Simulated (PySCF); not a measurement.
**Re⁺: interval between two levels**

Re⁺ [Xe] 4f14 5d5 6s1 [7S3, M_J = 3] → Re⁺ [Xe] 4f14 5d4 6s1 7s1 [7D5, M_J = 5], as a difference of total energies. Calculation: PySCF 2.14, in x2c-SVPall-2c with one added diffuse shell each of s, d type (8s9p10d2f, 99 functions); the two-component X2C-1e Hamiltonian. "Screened" scales the spin-orbit matrix elements by Boettger's factors to mimic the two-electron term; Breit and QED terms are absent.

| method | interval between two levels (cm⁻¹) |
| --- | --- |
| GHF (spin-free) | 99344 |
| GHF (screened spin-orbit) | 102070 |

The labels give the starting determinants; with spin-orbit coupling the two ends relaxed to ⟨J²⟩ = 12.00, ⟨L²⟩ = 0.21, ⟨S²⟩ = 11.81 and ⟨J²⟩ = 30.10, ⟨L²⟩ = 6.92, ⟨S²⟩ = 11.42.
